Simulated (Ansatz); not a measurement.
C₂H₃AlO₂ (`O=[C]1[CH2][Al]1[OH]`) from Hartree–Fock to CCSD(T)

| atom | x (Å) | y (Å) | z (Å) |
| --- | --- | --- | --- |
| O1 | 1.185 | -0.809 | 2.083 |
| C2 | 0.716 | -0.611 | 1.008 |
| C3 | -0.667 | -0.787 | 0.487 |
| Al4 | 0.283 | 0.651 | -0.450 |
| O5 | -0.056 | 1.781 | -1.652 |
| H6 | -0.573 | -1.357 | -0.462 |
| H7 | -1.468 | -1.178 | 1.116 |
| H8 | 0.580 | 2.311 | -2.130 |

The species carries charge 0 and has multiplicity 1. The geometry is a stationary point of PBE0-D4/def2-TZVP. It is one conformer, not always the lowest. Frozen core, restricted reference, the Gaussian-basis code of Ansatz. CBS rows extrapolate triple and quadruple zeta; past MP2 they add the triple-zeta difference.

```csv
basis,HF (Eh),MP2 corr.,CCSD corr.,(T),CCSD(T) total
def2-SVP,?,-0.69712,-0.71873,?,?
def2-TZVPP,-469.19802,-0.86949,-0.87976,-0.04218,-470.11996
def2-QZVPP,-469.21564,-0.93377,–,–,–
CBS(def2),?,-0.98138,?,as TZ,?
```

Q: Fill in the withheld values. (Best estimate.)

A: Computed: def2-SVP HF (Eh): -468.83176; def2-SVP (T): -0.02642; def2-SVP CCSD(T) total: -469.57691; CBS(def2) HF (Eh): -469.21807; CBS(def2) CCSD corr.: -0.99165; CBS(def2) CCSD(T) total: -470.25190.
